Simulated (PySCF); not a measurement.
Gd (gadolinium, neutral) across methods

[Xe] 4f7 5d1 6s1 6p1, one real determinant (an excited configuration). Calculation: PySCF 2.14, in ANO-RCC-VTZP (8s7p5d3f2g1h, 104 functions); scalar relativity by spin-free X2C-1e.

```tsv
method	E (hartree)	mean ε 6s α (eV)	mean ε 5d α (eV)	mean ε 6p α (eV)	Σ⟨r²⟩ (bohr²)	⟨S²⟩
PBE	-11270.11	-5.133	-4.124	-2.220	89.78	30.002
LDA	-11261.93	-5.290	-4.122	-2.205	89.23	30.002
PBE0	-11270.04	-5.795	-5.143	-2.768	89.95	30.003
UHF	-11266.29989	-7.367	-7.696	-4.177	92.21	30.005
```

Q: Estimate the same row for r2SCAN.

A: E (hartree) = -11270.39; mean ε 6s α (eV) = -5.286; mean ε 5d α (eV) = -4.467; mean ε 6p α (eV) = -2.290; Σ⟨r²⟩ (bohr²) = 89.66; ⟨S²⟩ = 30.005.

⟨L²⟩ = 8.01 against 12 for a pure F term, so this real determinant mixes terms. Spin-orbit coupling, absent here, splits the open shell strongly.
